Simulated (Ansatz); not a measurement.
```yaml
crystal:
  periodic: [false, false, false]
  atoms:
    - {symbol: F, position_ang: [0.403669, 1.081545, -2.285514]}
    - {symbol: Si, position_ang: [-0.377514, 1.224118, -0.891746]}
    - {symbol: N, position_ang: [-0.608304, -0.255879, -0.092456]}
    - {symbol: Ge, position_ang: [0.586667, -1.135373, 1.005819]}
    - {symbol: H, position_ang: [0.466484, 2.094200, -0.042728]}
    - {symbol: H, position_ang: [-1.692785, 1.817688, -1.226017]}
    - {symbol: H, position_ang: [-1.410165, -0.804862, -0.366469]}
    - {symbol: H, position_ang: [1.699460, -0.126611, 1.313497]}
    - {symbol: H, position_ang: [1.156711, -2.377796, 0.299012]}
    - {symbol: H, position_ang: [-0.141222, -1.568231, 2.289503]}
basis:
  gaussian: {orbitals: aug-cc-pVDZ, fitting: {mean_field: def2-universal-jkfit}}
hamiltonian: {xc: {name: HF}}
correlation: {active_space: {window: {electrons: 6, orbitals: 2}}}
output: {forces: true}
```

```sh
$ ansatz run in.yaml --threads 4 --pin off --events-out ev --progress --plain --max-ram 10444MiB
```

Shortened log:

```
Functional definition: HF
656 factors; integrals over basis functions are off by at most 3.5e-1 eV
mean field evaluation 1: about -68616.5617 eV, gradient 4.3e1 eV
mean field evaluation 2: about -68619.2092 eV, gradient 2.6e1 eV
mean field evaluation 4: about -68620.5334 eV, gradient 6.2e-1 eV
mean field -68620.53470924 eV, -2521.7581378957 hartree, gradient 2.9e-6 eV, S^2 0.000000; 0 other end points of the search recorded, 0 dependent functions left out
reference -68620.53470924 eV, -2521.7581378957 hartree; 34, 34 occupied and 129, 129 virtual orbitals, 656 factors
Error: 6 electrons in 2 orbitals form no window around the highest filled level of the reference
```

Task: What is wrong with this run?

Result: The active space doesn't fit the electrons. The run stopped with an error.
